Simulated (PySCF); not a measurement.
Ga(H)(Br)(NH2) (BrGaH₃N), SMILES [NH2][GaH][Br]. Atoms are numbered in the order given.

```xyz
6

Ga     0.4140    -0.8846     0.0000
H      1.8953    -1.3367     0.0000
Br    -0.1344     1.3526     0.0000
N     -1.0136    -1.9889     0.0000
H     -1.9742    -1.6579     0.0000
H     -0.9546    -3.0031     0.0000
```

The structure is a stationary point at TPSSh-D3(BJ)/def2-SVP. Other conformers were not sampled.

Calculation: PBE0/pcSseg-1 run with PySCF.

GIAO shieldings, no solvent; atoms listed in one row are averaged. δ = σ(ref) − σ: ¹H against TMS (σ = 31.56 ppm); ¹⁵N against NH3 (σ = 267.4 ppm), references at their B3LYP-D3(BJ)/def2-TZVP geometries, non-relativistic (without spin–orbit terms, shifts of atoms bonded to Cl or Br come out too high).

Computed chemical shifts:
| nucleus | atoms | count | δ (ppm) |
|---|---|---|---|
| ¹H | H2 | 1 | 5.85 |
| ¹H | H6 | 1 | 2.80 |
| ¹H | H5 | 1 | 2.71 |
| ¹⁵N | N4 | 1 | 69.8 |
